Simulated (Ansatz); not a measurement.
Relaxation of AlAsBFH$_{6}$Si (11 atoms, charge 0, multiplicity 1), to a largest force component of 0.015 eV/Å in at most 40 steps.

The calculation used RKS PBE0-D4/def2-SVP in Ansatz 0.2.0.

```xyz
11
Properties=species:S:1:pos:R:3
F -1.611 -1.613 1.658
B -0.811 -0.770 0.798
Si 1.020 -1.251 0.536
Al -1.486 0.910 -0.158
As -0.089 2.226 -1.600
H 1.908 -0.132 1.007
H 1.329 -1.498 -0.874
H 1.391 -2.450 1.317
H -3.086 1.332 0.081
H 1.042 2.235 -0.479
H 0.457 0.954 -2.267
```

Task: Where does it end, and by what steps?

Result: The run converged. The force dipped under the threshold on the way, but the program's further checks kept it going. After 36 steps the energy has fallen by 0.766 eV; H10 moved furthest, 1.80 Å.

```tsv
step	energy less start (eV)	largest force component (eV/Å)	accepted
0	0.0000	2.716	yes
2	-0.6207	0.353	yes
4	-0.6280	0.020	yes
6	-0.6284	0.022	yes
8	-0.6326	0.098	yes
10	-0.6571	0.372	yes
12	-0.6779	0.139	yes
14	-0.7068	0.189	yes
16	-0.7251	0.391	yes
18	-0.7456	0.162	yes
20	-0.7545	0.150	yes
22	-0.7594	0.094	yes
24	-0.7620	0.067	yes
26	-0.7636	0.083	yes
28	-0.7645	0.047	yes
30	-0.7652	0.043	yes
32	-0.7657	0.012	yes
34	-0.7661	0.031	yes
36	-0.7662	0.012	yes
```

```xyz
11
Properties=species:S:1:pos:R:3
F -1.695 -1.956 0.335
B -0.778 -0.998 0.463
Si 1.137 -1.556 0.951
Al -1.254 1.070 0.055
As -0.817 1.993 -2.162
H 1.793 -0.462 1.739
H 1.912 -1.689 -0.329
H 1.255 -2.839 1.712
H -1.872 2.058 1.146
H -0.059 3.172 -1.559
H 0.444 1.150 -2.332
```

Time of the run: 100 s on 2 threads of Intel(R) Xeon(R) 6975P-C (Granite Rapids), with other jobs on the host, peak memory 0.36 GiB.
